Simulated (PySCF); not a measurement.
oxygen atom (O), triplet. Base run: PySCF with HF/STO-3G.

Geometry (Å):
```xyz
1

O      0.0000     0.0000     0.0000
```
Charge 0, spin multiplicity 3.
Orbitals are unrestricted.
All else is at PySCF's defaults.

Variants of this job, named by their change:

```csv
change,E (Eh),HOMO (eV),<S^2>
base,-73.80415,-9.81,2.000
functional = mn12l,-73.82869,-2.32,2.000
functional = b3lyp; dispersion = d3bj,-74.03486,-3.53,2.000
functional = revpbe,-74.01699,-1.46,2.000
"functional = pw91,pw91",-73.99811,-1.58,2.000
functional = m062x,-74.04126,-6.00,2.000
functional = mn15,-73.67459,-4.48,2.000
functional = bhandhlyp,-74.03523,-6.26,2.000
functional = m06l,-74.03872,-2.34,2.000
functional = m06,-73.99513,-4.07,2.000
functional = lc_wpbe,-73.99438,-6.88,2.000
functional = b3lyp; dispersion = d3bjm,-74.03486,-3.53,2.000
functional = b3lyp5,-74.00523,-3.42,2.000
```

Totals shift with the method and basis; they matter in differences.

Open shells are given as the SCF converged; they aren't shown to be the lowest states, and a large step between rows can be another state.
